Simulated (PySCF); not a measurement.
C₂H₆STe, SMILES CS[Te]C. Geometry: PBE-D3(BJ)/def2-SVP. The def2 effective core potentials stand for the cores of Te; spin–orbit coupling is left out. Other conformers were not sampled.

Computed equilibrium geometry at PBE-D3(BJ)/def2-SVP (PySCF confirms it by a frequency run) as Cartesian coordinates in Å (one conformer of several):
```xyz
10

Te    -0.3095    -0.0842     0.7231
C     -1.6692     1.3722    -0.1720
H     -2.4884     1.5418     0.5539
H     -2.0783     0.9757    -1.1182
H     -1.1122     2.3105    -0.3430
S      1.4630     0.1007    -0.9179
C      0.9567    -1.0675    -2.2366
H      0.8611    -2.0993    -1.8487
H      1.7698    -1.0377    -2.9909
H      0.0104    -0.7544    -2.7180
```
Charge 0, spin multiplicity 1.
